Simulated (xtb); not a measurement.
1-fluorocyclopenta-1,3-diene (C5H5F), SMILES FC1=CC=CC1. All values are semi-empirical tight-binding results from xtb (GFN2-xTB unless named), good for trends rather than for accurate numbers. The structure is a stationary point at GFN2-xTB. One conformer was computed; it need not be the lowest.

Optimised geometry:

Bonds (Å): F1–C2 1.341, C2–C3 1.338, C2–C6 1.491, C3–C4 1.449, C3–H7 1.073, C4–C5 1.340, C4–H8 1.075, C5–C6 1.494, C5–H9 1.074, C6–H10 1.092, C6–H11 1.092. Angles (°): F1–C2–C3 127.3, F1–C2–C6 121.1, C3–C2–C6 111.6, C2–C3–C4 107.4, C2–C3–H7 127.4, C4–C3–H7 125.2, C3–C4–C5 110.0, C3–C4–H8 123.2, C5–C4–H8 126.8, C4–C5–C6 109.8, C4–C5–H9 127.4, C6–C5–H9 122.9, C2–C6–C5 101.2, C2–C6–H10 111.8, C2–C6–H11 111.8, C5–C6–H10 112.4, C5–C6–H11 112.4, H10–C6–H11 107.2.

Computed properties:
```yaml
point_group_as_xtb_finds_it: Cs
orbital_gap: 3.71 eV
dipole_moment: 1.90 D
zero_point_energy: 52.0 kcal/mol
G − E(el) at 298.15 K (modified RRHO): 34.3 kcal/mol
static polarisability (D4 model): 57.1 bohr³
solvation energy, GFN2-xTB/ALPB(water): -2.0 kcal/mol
solvation energy, GFN2-xTB/ALPB(benzene): -3.9 kcal/mol
```

Computed IR lines (harmonic; lines under 4 % of the strongest left out, lines within 3 cm⁻¹ merged):
ν (cm⁻¹): 248 (w), 373 (w), 593 (m), 725 (m), 834 (w), 921 (s), 1011 (m), 1181 (m), 1200 (w), 1289 (vs), 1330 (m), 1387 (s), 1579 (s), 1666 (vs), 2963 (w), 2986 (w), 3134 (m), 3150 (m), 3162 (m) (against the strongest line: vs over 80 %, s over 45 %, m over 15 %, w over 4 %, vw less)

Task: Give the atomic charges and the Wiberg bond orders between heavy atoms. (The exact figures need the calculation; the answer reports its results.)

Result: charges (e) F1 -0.22, C2 0.16, C3 -0.07, C4 -0.04, C5 -0.05, C6 -0.08, H7 0.05, H8 0.04, H9 0.04, H10 0.08, H11 0.08. Bond orders F1–C2 0.97, C2–C3 1.73, C3–C4 1.14, C4–C5 1.81, C2–C6 1.02, C5–C6 1.04.
